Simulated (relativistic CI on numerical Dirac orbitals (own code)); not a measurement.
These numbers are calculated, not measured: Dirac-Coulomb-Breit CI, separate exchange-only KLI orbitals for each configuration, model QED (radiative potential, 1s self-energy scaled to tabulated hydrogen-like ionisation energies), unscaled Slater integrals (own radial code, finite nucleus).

The strongest absorption lines from the ground level of an ion, among the configurations computed and to levels below about 6730 eV (vacuum wavelength in nm, gf): 0.18517 (0.041), 0.18695 (0.031), 0.21250 (0.085), 0.21665 (0.07), 0.29287 (0.26), 0.30910 (0.26), 1.7139 (0.64), 6.8472 (0.073).

(1) Which ion is it?
A. Rn LXXVI
B. W LXIV
C. Er LVIII
D. Hg LXX

Answers

(1) D. Hg LXX has 11 electrons and the ground level 3s ²S1/2; the strongest line goes to 3p ²P°3/2. The pattern of lines fixes the number of electrons, and along that sequence the line energies rise steadily with the charge (about as its square where n changes within one kind of shell, about linearly where n is kept but much faster in heavy ions where fine structure, which grows about as Z⁴, sets the gap, and irregularly where shells cross), which fixes Z. Configurations outside the model, such as inner-shell arrays, can give stronger lines. At this charge energies of transitions that change n are usually good to better than 1 %, and those within a shell (Δn = 0) to a few per cent.
